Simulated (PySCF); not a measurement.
C2H6N, SMILES `C[N]C` (charge 0, multiplicity 2)

Method: r2SCAN-D4/def2-TZVP // r2SCAN-D4/def2-SVP run with PySCF.

```
Property                                              Value
-----------------------------  ----------------------------
highest occupied spin orbital                      -5.98 eV
dipole moment                                        1.71 D
total energy                                   -134.4753 Ha
cost                           very roughly 10 core-minutes
```

Bond lengths (Å): C1–N2 1.429, C1–H4 1.101, C1–H5 1.112, C1–H6 1.112, N2–C3 1.430, C3–H7 1.112, C3–H8 1.112, C3–H9 1.101. Bond angles (°): N2–C1–H4 111.2, N2–C1–H5 111.5, N2–C1–H6 111.7, H4–C1–H5 108.3, H4–C1–H6 108.4, H5–C1–H6 105.5, C1–N2–C3 112.0, N2–C3–H7 111.6, N2–C3–H8 111.7, N2–C3–H9 111.2, H7–C3–H8 105.5, H7–C3–H9 108.3, H8–C3–H9 108.4.
Charge 0, spin multiplicity 2.
